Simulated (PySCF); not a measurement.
## Spin-rotation constants: C₄H₉N₂P

Geometry:
```csv
atom,x (Å),y (Å),z (Å)
C1,-0.985,-1.318,0.772
N2,-0.765,-0.325,-0.248
C3,-1.429,0.934,-0.044
P4,0.306,-0.621,-1.486
N5,0.287,0.712,-2.286
C6,2.204,0.670,1.157
C7,2.586,-0.233,0.473
H8,-2.051,-1.545,0.861
H9,-0.447,-2.227,0.506
H10,-0.620,-0.964,1.741
H11,-1.123,1.378,0.908
H12,-2.513,0.798,-0.036
H13,-1.147,1.595,-0.861
H14,0.869,0.714,-3.111
H15,1.852,1.469,1.740
H16,2.967,-1.028,-0.099
```

Theory: GIAO CAM-B3LYP/pcSseg-1 magnetisability, rotational g tensor and spin-rotation constants, non-relativistic, gas phase (PySCF). Geometry: GFN2-xTB.

The bonding changed while the geometry was optimised; results refer to the coordinates, not to the name.

Question: Give the nuclear spin-rotation constants along the inertial axes (H = +C I·J) beside the isotropic shieldings.

Answer: Rotational constants 2.2525, 1.7376, 1.3552 GHz. A star marks the isotopologue with that one atom substituted, in its own axes.
```tsv
atom	isotope	Caa (kHz)	Cbb (kHz)	Ccc (kHz)	mean (kHz)	σ (ppm)
N2	14N	0.117	0.145	0.151	0.138	138.7
P4	31P	4.364	6.213	2.825	4.467	-66.0
N5	14N	0.116	0.600	0.136	0.284	-49.1
H8	1H	-0.004	-0.116	-0.140	-0.086	28.9
H9	1H	-0.235	-0.142	0.026	-0.117	28.5
H10	1H	-0.098	-0.081	-0.111	-0.097	29.0
H11	1H	-0.130	-0.094	-0.106	-0.110	30.0
H12	1H	0.005	-0.129	-0.146	-0.090	29.5
H13	1H	-0.196	0.021	-0.044	-0.073	25.6
H14	1H	-0.285	0.333	-0.145	-0.032	20.9
H15	1H	-0.258	-0.145	-0.035	-0.146	30.4
H16	1H	-0.242	-0.157	-0.050	-0.150	31.0
C1	13C*	0.418	0.288	0.237	0.315	145.6
C6	13C*	0.806	0.440	0.153	0.466	102.5
```
For the geometry as given, no vibrational averaging.

Question: How do the rotational constants and the g tensor change when H8, H9, H10, H11, H12, H13, H14, H15, H16 are replaced by deuterium?

Answer: Constants 1.8865, 1.5245, 1.1949 GHz; g -0.0043, -0.0169, -0.0068, against -0.0036, -0.0203, -0.0077 before.
